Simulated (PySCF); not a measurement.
Se(SH)(SeH) (H2SSe2), SMILES S[Se][SeH]. Atoms are numbered in the order given.

```xyz
5

Se    -0.1593    -0.9112     0.1149
S     -2.2124    -0.1076     0.3765
H     -2.5690    -0.1055    -0.9318
Se     1.2320     0.9280    -0.2975
H      1.4981     1.2562     1.1178
```
Charge 0, spin multiplicity 1.

Geometry optimised at r2SCAN-D4/def2-SVP. One conformer was computed; it need not be the lowest.

The numbers are results of r2SCAN-D4/def2-SVP (PySCF), not measurements.

Frequencies are harmonic and unscaled.

Computed normal modes with their intensities:
| mode | ν (cm⁻¹) | IR (km/mol) | moving atoms (share of kinetic energy) |
|---|---|---|---|
| 1 | 131 | 0.0 | S 51 %, Se 46 % |
| 2 | 269 | 11.3 | Se 99 % |
| 3 | 295 | 12.3 | H 96 % |
| 4 | 322 | 20.7 | H 94 % |
| 5 | 372 | 14.4 | S 70 %, Se 29 % |
| 6 | 721 | 5.7 | H 98 % |
| 7 | 812 | 1.1 | H 97 % |
| 8 | 2392 | 12.6 | H 99 % |
| 9 | 2650 | 0.5 | H 97 % |
